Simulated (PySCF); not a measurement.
## The 12-electron isoelectronic series, spin-free X2C

All values are computed (PySCF 2.14, energy differences of UHF-based or UKS calculations, no spin-orbit coupling). Each ion has its own even-tempered basis scaled to its charge (18s11p5d4f for the first); frozen: 1s2. Ionisation energies in eV, correlation energies of the ion in mhartree.

```
  ion  configuration     UHF     LDA     PBE    PBE0  r2SCAN  MP2 (outer shells)  CCSD (outer shells)  E_corr MP2  E_corr CCSD(T)  NIST (with spin-orbit, Breit and QED)
Ge²⁰⁺  [Ne] 3s2 (1S)  832.65  835.84  836.45  835.78  833.27              835.31               835.94      -415.4          -442.8                          837.1 ± 1 (s)
As²¹⁺  [Ne] 3s2 (1S)  907.14  910.39  911.07  910.37  907.74              909.85               910.50      -418.2          -446.1                        911.7 ± 1.1 (s)
Se²²⁺  [Ne] 3s2 (1S)  984.75  988.06  988.81  988.07  985.32              987.52               988.18      -420.8          -449.1                        989.6 ± 1.3 (s)
Br²³⁺  [Ne] 3s2 (1S)  1065.7  1069.0  1069.8  1069.1  1066.2              1068.5               1069.2      -423.5          -452.2                       1070.6 ± 1.4 (s)
Kr²⁴⁺  [Ne] 3s2 (1S)  1149.8  1153.2  1154.1  1153.3  1150.3              1152.7               1153.4      -426.1          -455.1                         1155 ± 1.6 (s)
Rb²⁵⁺  [Ne] 3s2 (1S)  1237.3  1240.7  1241.7  1240.9  1237.7              1240.1               1240.9      -427.8          -457.4                       1242.5 ± 1.7 (s)
Sr²⁶⁺  [Ne] 3s2 (1S)  1327.9  1331.5  1332.5  1331.6  1328.4              1330.9               1331.6      -430.4          -460.1                       1333.4 ± 1.9 (s)
Zr²⁸⁺  [Ne] 3s2 (1S)  1519.3  1522.9  1524.1  1523.1  1519.6              1522.3               1523.0      -435.4          -465.4                       1525.1 ± 2.2 (s)
Mo³⁰⁺  [Ne] 3s2 (1S)  1724.0  1727.7  1729.0  1728.1  1724.3              1727.1               1727.8      -439.1          -469.2                       1730.1 ± 2.5 (s)
```

Task: Interpolate the row of Nb²⁹⁺.

Result: configuration [Ne] 3s2 (1S); UHF 1620.0; LDA 1623.6; PBE 1624.9; PBE0 1623.9; r2SCAN 1620.3; MP2 (outer shells) 1623.0; CCSD (outer shells) 1623.8; E_corr MP2 -438.0; E_corr CCSD(T) -467.9; NIST (with spin-orbit, Breit and QED) 1625.9 ± 2.3 (s).

Each ion has its own basis, which adds noise of up to about 0.1 % along the series.

NIST values marked (s) are semi-empirical, (t) theoretical. Open shells are high-spin determinants of the terms that Hund's rules give.
